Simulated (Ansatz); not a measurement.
Ideal-gas functions of Br₂H₂O₂Si (`O[Si](O)(Br)Br`) at 600 K and 1 bar, from an Ansatz frequency run at PBE0-D4/def2-TZVP.

Molar mass 221.91 g/mol, point group C1 (symmetry number 1), electronic degeneracy 1, moments of inertia 222.131, 575.309, 672.896 u Å². Harmonic wavenumbers (cm⁻¹, unscaled): 102, 134, 187, 238, 245, 259, 295, 410, 504, 813, 826, 915, 1007, 3904, 3917.

Use S(trans) = R[1.5 ln M + 2.5 ln T − 1.1517]; rotational temperatures θ = 24.2544 K / I; S(rot) = R[ln(√π/σ · √(T³/θAθBθC)) + 1.5]; for each mode x = 1.438777 ν̃/T, S = R[x/(eˣ − 1) − ln(1 − e⁻ˣ)] and H = RT x/(eˣ − 1); 1 cm⁻¹ = 0.0119627 kJ/mol; R = 8.31446 J/(mol·K).

**Question.** By hand: the entropy, in J/(mol·K).

**Answer.** Translation 190.8. Rotation: θ = 0.1092, 0.0422, 0.036 K, giving 133.2. Vibration, mode by mode: 20.04, 17.79, 15.05, 13.09, 12.86, 12.41, 11.36, 8.78, 7.23, 3.97, 3.87, 3.27, 2.75, 0.01, 0.01, in all 132.5. Electronic 0.0. Sum 456.5 J/(mol·K).

**Question.** By hand: H − E and G − E in kJ/mol, counted from the electronic energy.

**Answer.** Zero-point energy ½ × 13756 × 0.0119627 = 82.3; thermal vibration 38.2; translation, rotation and pV give 4 RT = 20.0. H − E = 140.5 kJ/mol, and G − E = 140.5 − 600 × 456.5/1000 = -133.4 kJ/mol.

Vibration gives 29 % of the entropy, 37.8 J/(mol·K) of it from the modes under 150 cm⁻¹: soft modes count most, and the harmonic formula is weakest for them. The sum counts one conformer and one mirror image; others add a mixing term.
